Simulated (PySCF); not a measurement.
# Core binding energy against partial charge

C7H11BO.
Atom-mapped SMILES: `[CH:1]#[C:2][C@@H:3]1[BH:4][CH2:5][CH2:6][C@@H:7]1[O:8][CH3:9]`

Binding energies: delta-SCF UKS SCAN, pcX-2 on the ionised atom, pcseg-1 elsewhere, spin-free X2C in PySCF 2.14.0. Charges: PBE0/pcSseg-1 ground-state density, for the ionised atom.

```tsv
atom	environment	C 1s (eV)	Mulliken (e)	IAO (e)	Hirshfeld (e)	ESP (e)
C5	sp3 carbon bound to boron	290.02	-0.450	-0.406	-0.140	-0.184
C1	terminal alkyne carbon	290.05	-0.340	-0.233	-0.100	-0.440
C6	ring CH2 carbon	290.31	-0.170	-0.256	-0.077	-0.151
C3	sp3 carbon bound to boron	290.66	-0.433	-0.289	-0.093	-0.322
C2	alkyne carbon	290.74	+0.201	-0.006	-0.021	+0.104
C7	sp3 carbon bound to oxygen	291.85	+0.125	+0.107	+0.050	+0.400
C9	methoxy carbon	292.02	-0.032	-0.194	-0.041	-0.067
```

**Question.** How well does each charge scheme correlate with the binding energies over these sites?

**Answer.** Hirshfeld: r = 0.79, slope 10.4 eV per e; ESP: r = 0.68, slope 2.0 eV per e; Mulliken: r = 0.65, slope 2.0 eV per e; IAO: r = 0.63, slope 2.9 eV per e. Hirshfeld charges have the highest r, on only 7 points.

**Question.** The point-charge model writes a binding energy as kq + V + constant, with V the potential of the other atoms' charges at the site. What does it give with the IAO charges?

**Answer.** V = Σ 14.40 eV Å × q/r over all other atoms: +4.23 eV at C5, +2.22 eV at C1, +1.77 eV at C6, +2.51 eV at C3, -2.76 eV at C2, -4.15 eV at C7, +1.81 eV at C9. Fitting binding energy − V to q gives k = 20.1 eV per e and leaves an rms residual of 0.50 eV, against 0.59 eV for the fit on q alone. The model has no term for differences in relaxation between sites.

Spin contamination (⟨S²⟩ against 0.75 for a pure doublet) is marked for C 1s of C2 (0.86), which makes this value less certain. Isolated species at its PBE0-D3(BJ)/def2-SVP geometry (one conformer only).
